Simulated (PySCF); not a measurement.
BeCl, SMILES [Be+][Cl], charge +1.

Geometry optimised at B3LYP-D3(BJ)/def2-TZVPD. The multiplicity is an assumed one; other spin states were not compared.

Two levels are set side by side: PBE/def2-TZVPD (PySCF) and M06-2X/def2-TZVPD (PySCF). Same geometry, gas phase. Differences are taken from unrounded values.

| quantity | M06-2X | PBE | PBE minus M06-2X |
|---|---|---|---|
| orbital gap (eV) | 7.17 | 3.38 | -3.79 |
| highest occupied level (eV) | -17.37 | -14.79 | 2.58 |
| lowest empty level (eV) | -10.21 | -11.41 | -1.20 |
| mean polarisability (bohr³) | 20.9 | 22.3 | 1.4 |

PBE's occupied levels lie high since its potential decays too fast outside the molecule; exact exchange lowers them and widens the gap. PBE's more diffuse valence density responds more strongly to a field. Differences between two approximate levels are no errors against the true value.

Rough cost on one machine, each run with all the roots and properties that it gave: M06-2X against PBE about 3 times.
